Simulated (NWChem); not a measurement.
All runs are NWChem calculations. System: Cl₂Pb, charge 0, spin multiplicity 1, at a geometry optimised with B3LYP/def2-SVP with def2 effective core potentials on Pb. The structure started from a generated list of species. Level: PBE0/def2-SVP with def2 effective core potentials on Pb.

Part of the output:

```
             Northwest Computational Chemistry Package (NWChem) 7.3.0
             --------------------------------------------------------

                                NWChem Input Module
                                -------------------

 Scaling coordinates for geometry "geometry" by  1.889725989
 (inverse scale =  0.529177249)

                             Geometry "geometry" -> ""
                             -------------------------

 Output coordinates in angstroms (scale by  1.889725989 to convert to a.u.)

  No.       Tag          Charge          X              Y              Z
 ---- ---------------- ---------- -------------- -------------- --------------
    1 Pb                  82.0000     0.00000000     0.00000000    -0.46576900
    2 Cl                  17.0000     1.93631200     0.00000000     1.12332500
    3 Cl                  17.0000    -1.93631200     0.00000000     1.12332500

 Effective nuclear repulsion energy (a.u.)     628.4746591278

            Nuclear Dipole moment (a.u.)
            ----------------------------
        X                 Y               Z
 ---------------- ---------------- ----------------
     0.0000000000     0.0000000000    -0.0000151178


 Summary of "ao basis" -> "" (spherical)
 ------------------------------------------------------------------------------
       Tag                 Description            Shells   Functions and Types
 ---------------- ------------------------------  ------  ---------------------
 *                          def2-svp                  on all atoms

                                 NWChem DFT Module
                                 -----------------

 Summary of "ao basis" -> "ao basis" (spherical)
 ------------------------------------------------------------------------------
       Tag                 Description            Shells   Functions and Types
 ---------------- ------------------------------  ------  ---------------------
 Pb                         def2-svp                10       26   4s4p2d
 Cl                         def2-svp                 8       18   4s3p1d

 Summary of "ao basis" -> "ao basis" (spherical)
 ------------------------------------------------------------------------------
       Tag                 Description            Shells   Functions and Types
 ---------------- ------------------------------  ------  ---------------------
 Pb                         def2-svp                10       26   4s4p2d
[...]
    17     -0.073905  1 Pb d -2              22      0.054138  1 Pb d -2

 Vector   27  Occ=2.000000D+00  E=-3.009829D-01
              MO Center= -2.4D-06, -4.1D-09,  1.1D+00, r^2= 4.9D+00
   Bfn.  Coefficient  Atom+Function         Bfn.  Coefficient  Atom+Function
  ----- ------------  ---------------      ----- ------------  ---------------
    37      0.388048  2 Cl px                55      0.388051  3 Cl px
    34      0.275264  2 Cl px                52      0.275266  3 Cl px
    39     -0.264826  2 Cl pz                57      0.264822  3 Cl pz
    36     -0.192841  2 Cl pz                54      0.192837  3 Cl pz
    31      0.161426  2 Cl px                49      0.161428  3 Cl px

 Vector   28  Occ=2.000000D+00  E=-2.933120D-01
              MO Center= -1.4D-05,  5.2D-09,  7.0D-01, r^2= 5.1D+00
   Bfn.  Coefficient  Atom+Function         Bfn.  Coefficient  Atom+Function
  ----- ------------  ---------------      ----- ------------  ---------------
    39      0.435579  2 Cl pz                57      0.435584  3 Cl pz
     3      0.314403  1 Pb s                 36      0.304042  2 Cl pz
    54      0.304046  3 Cl pz                13     -0.218893  1 Pb pz
     1     -0.213555  1 Pb s                  4      0.202226  1 Pb s
    33      0.178711  2 Cl pz                51      0.178713  3 Cl pz

 Vector   29  Occ=0.000000D+00  E=-1.144177D-01
              MO Center= -1.2D-07, -1.6D-10, -3.6D-01, r^2= 3.9D+00
   Bfn.  Coefficient  Atom+Function         Bfn.  Coefficient  Atom+Function
  ----- ------------  ---------------      ----- ------------  ---------------
    12      0.602020  1 Pb py                15      0.530966  1 Pb py
    38     -0.226673  2 Cl py                56     -0.226673  3 Cl py
     9     -0.198423  1 Pb py                 6     -0.192604  1 Pb py
    35     -0.133732  2 Cl py                53     -0.133732  3 Cl py
    32     -0.077905  2 Cl py                50     -0.077905  3 Cl py

 Vector   30  Occ=0.000000D+00  E=-3.932356D-02
              MO Center=  3.6D-08, -1.7D-09, -3.3D-01, r^2= 4.7D+00
   Bfn.  Coefficient  Atom+Function         Bfn.  Coefficient  Atom+Function
  ----- ------------  ---------------      ----- ------------  ---------------
    16      0.692175  1 Pb pz                 3      0.513392  1 Pb s
    13      0.499417  1 Pb pz                37      0.337724  2 Cl px
    55     -0.337724  3 Cl px                 1     -0.228455  1 Pb s
    30     -0.211954  2 Cl s                 48     -0.211953  3 Cl s
    34      0.174684  2 Cl px                52     -0.174684  3 Cl px

 Vector   31  Occ=0.000000D+00  E=-2.923249D-02
              MO Center= -1.4D-07, -3.5D-09, -5.2D-01, r^2= 4.7D+00
   Bfn.  Coefficient  Atom+Function         Bfn.  Coefficient  Atom+Function
  ----- ------------  ---------------      ----- ------------  ---------------
    14      0.803547  1 Pb px                11      0.505319  1 Pb px
    39      0.299131  2 Cl pz                57     -0.299131  3 Cl pz
    30     -0.277169  2 Cl s                 48      0.277170  3 Cl s
     8     -0.172217  1 Pb px                 5     -0.166025  1 Pb px
    37      0.149615  2 Cl px                55      0.149616  3 Cl px

 center of mass
 --------------
 x =   0.00000000 y =   0.00000000 z =  -0.12447674

 moments of inertia (a.u.)
 ------------------
         471.967151703569           0.000000000000           0.000000000000
           0.000000000000        1408.363456568216           0.000000000000
           0.000000000000           0.000000000000         936.396304864648

     Multipole analysis of the density
     ---------------------------------

     L   x y z        total         alpha         beta         nuclear
     -   - - -        -----         -----         ----         -------
     0   0 0 0      0.000000    -28.000000    -28.000000     56.000000

     1   1 0 0     -0.000003     -0.000002     -0.000002      0.000000
     1   0 1 0     -0.000000     -0.000000     -0.000000      0.000000
     1   0 0 1     -1.800838    -27.305685    -27.305685     52.810532

     2   2 0 0    -45.647386   -250.436800   -250.436800    455.226214
     2   1 1 0     -0.000000     -0.000000     -0.000000      0.000000
     2   1 0 1     -0.000006     -0.000003     -0.000003      0.000000
     2   0 2 0    -36.252846    -18.126423    -18.126423      0.000000
     2   0 1 1     -0.000000     -0.000000     -0.000000      0.000000
     2   0 0 2    -39.914987   -105.084355   -105.084355    170.253722

 Task  times  cpu:        3.2s     wall:        3.2s

 Total times  cpu:        3.2s     wall:        3.2s
```

**Question.** Write an NWChem input that would produce this output.

**Answer.** This is not unique; one that fits is 
```
start mol
memory heap 200 mb stack 900 mb global 1100 mb
geometry units angstroms nocenter noautoz noautosym
  Pb     0.000000     0.000000    -0.465769
  Cl     1.936312     0.000000     1.123325
  Cl    -1.936312     0.000000     1.123325
end
basis spherical
  * library def2-svp
end
ecp
  Pb library def2-ecp
end
dft
  xc pbe0
  semidirect memsize 60000000 filesize 0
  iterations 100
end
task dft energy
```
